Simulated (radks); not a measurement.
Exchange energies: the exact (Fock) value of the Kohn-Sham orbitals and density-functional approximations, as 100 (|E| - |E exact|)/|E exact|, negative where the magnitude is too small. Species: Au+ [Xe] 4f14 5d10; Yb+ [Xe] 4f14 6s1; Cs [Xe] 6s1; Cu+ [Ar] 3d10. Calculated with a radial shooting solver on a logarithmic mesh with Libxc functionals: non-relativistic Kohn-Sham, exchange-only B88, spin-polarised, spherical densities, point nucleus. Every spin shell is full or empty, so the densities are truly spherical. Functionals are evaluated on that one density, not self-consistently.

functional,Au+,Yb+,Cs,Cu+
exact (hartree),-337.907,-275.658,-184.005,-65.4151
LDA,-3.79,-3.79,-4.69,-5.69
PBE,-0.31,-0.08,-0.43,-0.01
RPBE,-0.19,+0.06,-0.26,+0.31
PW86,-0.36,-0.05,-0.24,+0.60
AM05,-3.59,-3.57,-4.39,-5.14
SOGGA,-1.78,-1.64,-2.22,-2.36
APBE,+0.28,+0.55,+0.28,+0.91
Tao-Mo,-0.81,-0.57,-0.83,-0.18
TASK,-1.81,-1.78,-2.21,-2.44
